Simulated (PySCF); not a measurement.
# Spin–spin coupling constants

Molfile (atoms numbered from 1):
```
C3H5FSe
     RDKit          3D

 10  9  0  0  0  0  0  0  0  0999 V2000
   -1.3653    0.6924   -0.4913 C   0  0  0  0  0  0  0  0  0  0  0  0
   -0.2931    0.5122    0.2752 C   0  0  0  0  0  0  0  0  0  0  0  0
    0.4251    1.5665    0.6851 F   0  0  0  0  0  0  0  0  0  0  0  0
    0.2514   -0.7700    0.7814 C   0  0  0  0  0  0  0  0  0  0  0  0
    2.0265   -1.2008    0.0486 Se  0  0  0  0  0  2  0  0  0  0  0  0
   -1.6663    1.6956   -0.7964 H   0  0  0  0  0  0  0  0  0  0  0  0
   -1.9498   -0.1641   -0.8265 H   0  0  0  0  0  0  0  0  0  0  0  0
    0.3294   -0.7526    1.8783 H   0  0  0  0  0  0  0  0  0  0  0  0
   -0.3967   -1.6054    0.4885 H   0  0  0  0  0  0  0  0  0  0  0  0
    2.6442    0.0291    0.5660 H   0  0  0  0  0  0  0  0  0  0  0  0
  1  2  2  0
  2  3  1  0
  2  4  1  0
  4  5  1  0
  1  6  1  0
  1  7  1  0
  4  8  1  0
  4  9  1  0
  5 10  1  0
M  END
```

Couplings: B3LYP/pcJ-1 (pcSseg-1 on Se) (spin–dipole term only in couplings to heteroatoms) in PySCF, geometry PBE0-D3(BJ)/def2-SVP; gas phase, one conformer, non-relativistic. Couplings are averaged over pairs made equivalent by symmetry, fast rotation or ring inversion, so a value needn't be that of the named pair in this geometry, while other rotamers aren't included; one pair stands for each set, and the list holds those of at least 1.5 Hz over up to four bonds. One-bond C–F couplings come out tens of Hz too large with common functionals.

Isotopes: ¹³C, ¹⁹F, ¹H.

| pair | bonds | J (Hz) |
| --- | --- | --- |
| C1, C2 | 1 | 94.6 |
| C1, H6 | 1 | 171.7 |
| C1, H7 | 1 | 173.7 |
| C2, F3 | 1 | -323.1 |
| C2, C4 | 1 | 59.2 |
| C4, H8 | 1 | ? |
| C1, F3 | 2 | 23.2 |
| C1, C4 | 2 | ? |
| C2, H6 | 2 | -7.3 |
| C2, H7 | 2 | ? |
| C2, H8 | 2 | -3.3 |
| F3, C4 | 2 | 34.9 |
| H6, H7 | 2 | ? |
| H8, H9 | 2 | -13.8 |
| C1, H8 | 3 | 3.5 |
| C2, H10 | 3 | ? |
| F3, H6 | 3 | 13.0 |
| F3, H7 | 3 | ? |
| F3, H8 | 3 | ? |
| C4, H6 | 3 | 9.2 |
| C4, H7 | 3 | 3.4 |
| H8, H10 | 3 | 8.1 |

Estimate the withheld couplings, with signs.

## Answers


- ¹J(C4,H8) = 150.4 Hz (mean over equivalent pairs that range from 146.6 to 154.1 Hz in this conformer)
- ²J(C1,C4) = 9.6 Hz (angle at C2 128°)
- ²J(C2,H7) = 10.1 Hz (angle at C1 120°)
- ²J(H6,H7) = -1.9 Hz (angle at C1 119°)
- ³J(C2,H10) = 2.3 Hz (dihedral angle 59°)
- ³J(F3,H7) = 41.4 Hz (dihedral angle 180°)
- ³J(F3,H8) = 19.8 Hz (mean over equivalent pairs that range from 3.1 to 36.5 Hz in this conformer)

Relativistic effects of the heavier atoms present are left out.
